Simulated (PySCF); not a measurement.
HLiO, triplet, at a GFN2-xTB geometry (such geometries of metal compounds can be far from the true shape) (a higher spin typed on purpose: for a closed-shell molecule this is an excited state); PBE0/6-31G (PySCF).

Input for PySCF:
```python
from pyscf import gto, scf, dft

mol = gto.M(
    atom='''
Li   -1.03425496   -0.89063491   -0.88776834
O     0.27603776    0.23786229    0.23944203
H     0.89446277    0.76900642    0.74776881
''',
    basis='6-31g',
    spin=2,
    verbose=4,
    symmetry=True,
)

mf = dft.UKS(mol)
mf.xc = 'pbe0'
mf.kernel()
mf.analyze()
```

Predict the main parts of the log of this PySCF run.


```
PySCF version 2.14.0

[INPUT] verbose = 4
[INPUT] num. atoms = 3
[INPUT] num. electrons = 12
[INPUT] charge = 0
[INPUT] spin (= nelec alpha-beta = 2S) = 2
[INPUT] symmetry True subgroup None
[INPUT] Mole.unit = angstrom
[INPUT] Symbol           X                Y                Z      unit          X                Y                Z       unit  Magmom
[INPUT]  1 Li    -1.034254960000  -0.890634910000  -0.887768340000 AA   -1.954458617373  -1.683056056877  -1.677639024660 Bohr   0.0
[INPUT]  2 O      0.276037760000   0.237862290000   0.239442030000 AA    0.521635766438   0.449494583462   0.452479859410 Bohr   0.0
[INPUT]  3 H      0.894462770000   0.769006420000   0.747768810000 AA    1.690289663920   1.453211521832   1.413078255392 Bohr   0.0

nuclear repulsion = 11.0839890910513
point group symmetry = Cs
symmetry origin: [-4.72431531e-09  1.57477176e-09  4.72431522e-09]
symmetry axis x: [-0.44933975 -0.31061479  0.83762297]
symmetry axis y: [-0.63583084 -0.54743232 -0.54409282]
symmetry axis z: [ 0.62754516 -0.77706905  0.04848464]
num. orbitals of irrep A' = 16
num. orbitals of irrep A" = 4
number of shells = 12
number of NR pGTOs = 48
number of NR cGTOs = 20
basis = 6-31g
ecp = {}

******** <class 'pyscf.dft.uks_symm.SymAdaptedUKS'> ********
method = SymAdaptedUKS
initial guess = minao
damping factor = 0
level_shift factor = 0
DIIS = <class 'pyscf.scf.diis.CDIIS'>
diis_start_cycle = 1
diis_space = 8
diis_damp = 0
SCF conv_tol = 1e-09
SCF conv_tol_grad = None
SCF max_cycles = 50
direct_scf = True
direct_scf_tol = 1e-13
number electrons alpha = 7  beta = 5
XC library pyscf.dft.libxc version 7.1.2
    S. Lehtola, C. Steigemann, M. J. T. Oliveira, and M. A. L. Marques,  SoftwareX 7, 1–5 (2018)
XC functionals = pbe0
    C. Adamo and V. Barone,  J. Chem. Phys. 110, 6158 (1999)
    M. Ernzerhof and G. E. Scuseria,  J. Chem. Phys. 110, 5029 (1999)
radial grids:
    Treutler-Ahlrichs [JCP 102, 346 (1995); DOI:10.1063/1.469408] (M4) radial grids

becke partition: Becke, JCP 88, 2547 (1988); DOI:10.1063/1.454033
pruning grids: <function nwchem_prune>
grids dens level: 3
symmetrized grids: True
atomic radii adjust function: <function treutler_atomic_radii_adjust>
small_rho_cutoff = 0
Freeze 0 electrons in irreps []
    12 free electrons in irreps A' A"
Set gradient conv threshold to 3.16228e-05
tot grids = 37616
init E= -83.0363884088795

cycle= 1 E= -83.090751468218  delta_E= -0.0544  |g|= 0.173  |ddm|= 1.02

cycle= 2 E= -83.0952742684942  delta_E= -0.00452  |g|= 0.166  |ddm|= 0.294

cycle= 3 E= -83.1062884367559  delta_E= -0.011  |g|= 0.0146  |ddm|= 0.121

cycle= 4 E= -83.106406311347  delta_E= -0.000118  |g|= 0.00234  |ddm|= 0.0234

cycle= 5 E= -83.1064134453948  delta_E= -7.13e-06  |g|= 0.00043  |ddm|= 0.00563

cycle= 6 E= -83.1064137400894  delta_E= -2.95e-07  |g|= 6.11e-05  |ddm|= 0.00119

cycle= 7 E= -83.1064137463438  delta_E= -6.25e-09  |g|= 9.42e-06  |ddm|= 0.000206

cycle= 8 E= -83.106413746483  delta_E= -1.39e-10  |g|= 1.08e-06  |ddm|= 3.2e-05

Extra cycle  E= -83.1064137464845  delta_E= -1.46e-12  |g|= 3.18e-07  |ddm|= 2.59e-06
converged SCF energy = -83.1064137464845  <S^2> = 2.0011684  2S+1 = 3.0007788
**** SCF Summaries ****
Total Energy =                         -83.106413746484492
Nuclear Repulsion Energy =              11.083989091051308
One-electron Energy =                 -135.241426022112535
Two-electron Energy =                   41.051023184576735
Two-electron Coulomb Energy =           51.694206780748104
DFT Exchange-Correlation Energy =      -10.643183596171372
Wave-function symmetry = A"
alpha occupancy for each irrep:     A'   A"
                                     6    1
beta  occupancy for each irrep:     A'   A"
                                     5    0
**** MO energy ****
alpha MO #1 (A' #1), energy= -19.3546745016974 occ= 1
alpha MO #2 (A' #2), energy= -2.01285846268587 occ= 1
alpha MO #3 (A' #3), energy= -1.12072531528565 occ= 1
alpha MO #4 (A' #4), energy= -0.570297533856874 occ= 1
alpha MO #5 (A" #1), energy= -0.496505561624155 occ= 1
alpha MO #6 (A' #5), energy= -0.417735532114778 occ= 1
alpha MO #7 (A' #6), energy= -0.108049337535663 occ= 1
alpha MO #8 (A" #2), energy= -0.00723788881262588 occ= 0
alpha MO #9 (A' #7), energy= -0.00643681111784455 occ= 0
alpha MO #10 (A' #8), energy= -0.00356422437042103 occ= 0
alpha MO #11 (A' #9), energy= 0.092443353664323 occ= 0
alpha MO #12 (A" #3), energy= 0.130459061962328 occ= 0
alpha MO #13 (A' #10), energy= 0.132465452459807 occ= 0
alpha MO #14 (A' #11), energy= 0.145341955376481 occ= 0
alpha MO #15 (A' #12), energy= 0.190210643812669 occ= 0
alpha MO #16 (A" #4), energy= 0.801999734600937 occ= 0
alpha MO #17 (A' #13), energy= 0.838376363580102 occ= 0
alpha MO #18 (A' #14), energy= 0.853257554016103 occ= 0
alpha MO #19 (A' #15), energy= 1.14282904322641 occ= 0
alpha MO #20 (A' #16), energy= 1.27706672627717 occ= 0
beta  MO #1 (A' #1), energy= -19.3274731220639 occ= 1
beta  MO #2 (A' #2), energy= -2.00383981725153 occ= 1
beta  MO #3 (A' #3), energy= -1.04196049859589 occ= 1
beta  MO #4 (A' #4), energy= -0.539009668911682 occ= 1
beta  MO #5 (A' #5), energy= -0.386752629919596 occ= 1
beta  MO #6 (A" #1), energy= -0.208354388500513 occ= 0
beta  MO #7 (A' #6), energy= -0.0160795082036254 occ= 0
beta  MO #8 (A' #7), energy= 0.0356575839527726 occ= 0
beta  MO #9 (A' #8), energy= 0.0392059046899742 occ= 0
beta  MO #10 (A" #2), energy= 0.048144513825307 occ= 0
beta  MO #11 (A' #9), energy= 0.116589049809345 occ= 0
beta  MO #12 (A' #10), energy= 0.158370426137323 occ= 0
beta  MO #13 (A" #3), energy= 0.160597698288189 occ= 0
beta  MO #14 (A' #11), energy= 0.188679886156723 occ= 0
beta  MO #15 (A' #12), energy= 0.212968132918367 occ= 0
beta  MO #16 (A' #13), energy= 0.848947543914208 occ= 0
beta  MO #17 (A' #14), energy= 0.874153069503424 occ= 0
beta  MO #18 (A" #4), energy= 0.91359312453321 occ= 0
beta  MO #19 (A' #15), energy= 1.16569420907077 occ= 0
beta  MO #20 (A' #16), energy= 1.32263808238112 occ= 0
 ** Mulliken pop alpha/beta on meta-lowdin orthogonal AOs **
 ** Mulliken pop       alpha | beta **
pop of  0 Li 1s        0.99993 | 0.99957
pop of  0 Li 2s        0.95056 | 0.02685
pop of  0 Li 3s        0.00137 | 0.00017
pop of  0 Li 2px       0.01403 | 0.00142
pop of  0 Li 2py       0.01055 | 0.00091
pop of  0 Li 2pz       0.01169 | 0.00249
pop of  0 Li 3px       0.00133 | 0.00016
pop of  0 Li 3py       0.00098 | 0.00012
pop of  0 Li 3pz       0.00094 | 0.00012
pop of  1 O 1s        0.99998 | 0.99998
pop of  1 O 2s        0.92081 | 0.88499
pop of  1 O 3s        0.00656 | 0.00244
pop of  1 O 2px       0.90370 | 0.50339
pop of  1 O 2py       0.92881 | 0.32050
pop of  1 O 2pz       0.93353 | 0.92600
pop of  1 O 3px       0.00138 | 0.00049
pop of  1 O 3py       0.00103 | 0.00032
pop of  1 O 3pz       0.00111 | 0.00078
pop of  2 H 1s        0.30070 | 0.31767
pop of  2 H 2s        0.01101 | 0.01163
In total             7.00000 | 5.00000
 ** Mulliken atomic charges   ( Nelec_alpha | Nelec_beta ) **
charge of  0Li =     -0.02319  (     1.99139      1.03181 )
charge of  1O =     -0.33580  (     4.69690      3.63889 )
charge of  2H =      0.35899  (     0.31171      0.32930 )
Dipole moment(X, Y, Z, Debye):  3.10365,  2.67084,  2.63476
```
